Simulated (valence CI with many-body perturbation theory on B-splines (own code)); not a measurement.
# Missing levels of Tm19+

Method: configuration interaction combined with many-body perturbation theory (CI+MBPT): four valence electrons over a frozen Dirac-Fock core [Kr] 4d10, a basis of 7 s, 7 p, 7 d, 7 f, 4 g, 2 h functions for each j, with the one-electron correlation potential Σ1 (screened to all orders), the two-electron term Σ2, the three-electron term Σ3, Breit, model QED; selected single and double excitations, second order for the rest, scaled by the run's own slope (own B-spline code, finite nucleus).

No measured spectrum was set against this ion. As an estimate, terms of the open shell hold to a few per cent of their energy, and close levels can change places.

```
       Level  E (cm⁻¹)
    4f⁴ ⁵I_4       0.0
    4f⁴ ⁵I_5      7110
    4f⁴ ⁵I_6     13953
    4f⁴ ⁵I_7     20304
    4f⁴ ⁵I_8     26185
    4f⁴ ⁵F_2         ?
    4f⁴ ⁵F_1     29948
4f⁴ ⁵F_4 [a]     34453
    4f⁴ ⁵F_3     34564
    4f⁴ ⁵S_2     36795
4f⁴ ³K_6 [a]         ?
    4f⁴ ⁵G_2         ?
    4f⁴ ⁵G_3         ?
    4f⁴ ⁵F_5     42715
4f⁴ ⁵F_4 [b]         ?
4f⁴ ³K_7 [a]     42915
4f⁴ ³L_8 [a]     46963
4f⁴ ³H_5 [a]     50969
    4f⁴ ⁵G_4         ?
4f⁴ ³G_3 [a]     53302
```

Names give the largest LS component (configuration and term), which can be under half, so a name can repeat, a term be missing and a line seem to break the LS rules; names also repeat where a configuration has a term twice. Letters in brackets count levels of one name in rising energy.

The levels stand in rising order. What does the calculation give for the missing energies?

4f⁴ ⁵F_2 29599; 4f⁴ ³K_6 [a] 39636; 4f⁴ ⁵G_2 39698; 4f⁴ ⁵G_3 41592; 4f⁴ ⁵F_4 [b] 42723; 4f⁴ ⁵G_4 51286.
